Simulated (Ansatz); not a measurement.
System: COOs, net charge 0, triplet state. The spin state was set by rule; other spins were not relaxed. 
Geometry from a B3LYP-D3(BJ)/def2-TZVP (Ansatz, a first-principles code) optimisation:
```
C
O 1 1.1577
Os 1 1.7887 2 180.00
```
Charge 0, spin multiplicity 3.

Parts of the frozen-core correlation energy in def2-SVP (Ansatz, hartree). Frozen orbitals: 6; correlated occupied orbitals by spin: 10 and 8; virtual: 44 and 46. Open shells are spin-unrestricted. Spin-orbit coupling is left out. Past Kr the def2 sets carry scalar-relativistic core potentials.

| term | value |
|---|---|
| reference (HF) | -202.45464 |
| MP2 opposite-spin | ? |
| MP2 same-spin | -0.15894 |
| CCSD correlation | ? |
| (T) | ? |
| T1 diagnostic | 0.051 |
| largest doubles amplitude | 0.058 |
| <S^2> of the reference | 2.300 |

Task: Some entries are withheld; supply them.

Result: 
- MP2 opposite-spin, value: -0.34498
- CCSD correlation, value: -0.50007
- (T), value: -0.02458
